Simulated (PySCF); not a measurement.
All values below come from TPSSh-D3(BJ)/def2-TZVP // BP86-D3(BJ)/def2-SVP in PySCF. All species are isolated molecules in the gas phase. One relaxed conformer stands for a flexible species; it need not be the lowest. 

Reference species: [W(Cl)6] (neutral, multiplicity 1).

| Property | Value |
|---|---|
| coordination number | 6 |
| HOMO–LUMO gap | 2.88 eV |
| charge on the central atom (Mulliken) | 1.09 e |
| mean distance from the central atom to its bonded neighbours | 2.323 Å |

Changed species: [W(Cl)3(OH)3] (3 of 6 Cl replaced by OH; the reference has 0 of 6 Cl replaced by OH).

Predict the effect on the coordination number, HOMO–LUMO gap, charge on the central atom (Mulliken) and mean distance from the central atom to its bonded neighbours.

the coordination number stays essentially unchanged; the HOMO–LUMO gap rises by 0.22 eV, to 3.10 eV; the charge on the central atom (Mulliken) rises by 0.29 e, to 1.38 e; the mean distance from the central atom to its bonded neighbours falls by 0.191 Å, to 2.132 Å.
